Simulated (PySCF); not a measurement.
**How methods differ on the ionisation energy of Pd³⁴⁺**

Pd³⁴⁺ [Ne] 3s2 (1S) → Pd³⁵⁺ [Ne] 3s1 (2S), as a difference of total energies. All numbers are calculated (PySCF 2.14, the spin-free X2C one-electron Hamiltonian (Gaussian nucleus), in an even-tempered Gaussian basis (18 s from 5.6 bohr⁻², ratio 2.5; 12 p from 7.3 bohr⁻², ratio 2.5; 4 d from 27 bohr⁻², ratio 2.7; 4 f from 41 bohr⁻², ratio 2.7)). Correlated levels: outer shells: 1s2 frozen; virtual orbitals above 40 to 60 times the deepest correlated orbital energy dropped. The calculations carry no spin-orbit coupling.

```csv
method,ionisation energy (eV)
UHF,2174.1
LDA,2178.1
PBE,2179.7
PBE0,2178.6
r2SCAN,2174.3
r2SCAN0,2174.7
BHandHLYP,2177.5
MP2 (outer shells),2177.4
SCS-MP2 (outer shells),2177.8
```

How much does correlation contribute at MP2 (outer shells)?

2177.4 − (2174.1) = 3.3 eV, measured against UHF.

Breit and QED terms and the two-electron picture change are absent.

For comparison: 2181 ± 3 eV (semi-empirical (NIST evaluation); NIST Atomic Spectra Database, ionization energies).
